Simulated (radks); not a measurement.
Question: Au, configuration [Xe] 4f14 5d10 6s1. All-electron calculation, Dirac Kohn-Sham, PW91, spin-unpolarised, spherical densities, finite nucleus; Fermi nuclear charge, rms radius 5.4371 fm. Program: a radial shooting solver on a logarithmic mesh with Libxc functionals.

Spin-orbit splittings of the eigenvalues, e(l+1/2) - e(l-1/2), with zeta = 2 splitting/(2l+1) and mean radii in bohr:

| shell | occ. | splitting (eV) | zeta (eV) | <r> j=l-1/2 | <r> j=l+1/2 |
|---|---|---|---|---|---|
| 2p | 6 | 1836 | 1224 | 0.05798 | 0.06653 |
| 3p | 6 | 405.1 | 270.1 | 0.1736 | 0.1893 |
| 3d | 10 | ? | ? | 0.1648 | 0.1696 |
| 4p | 6 | 97.17 | 64.78 | 0.4094 | 0.4434 |
| 4d | 10 | 18.10 | 7.239 | 0.4519 | 0.4631 |
| 4f | 14 | 3.813 | 1.089 | 0.4952 | 0.5022 |
| 5p | 6 | 16.51 | 11.00 | 1.004 | 1.104 |
| 5d | 10 | 1.527 | 0.6110 | 1.571 | 1.657 |

Estimate the 3d splitting.

Answer: 87.08 eV (zeta = 34.83 eV).
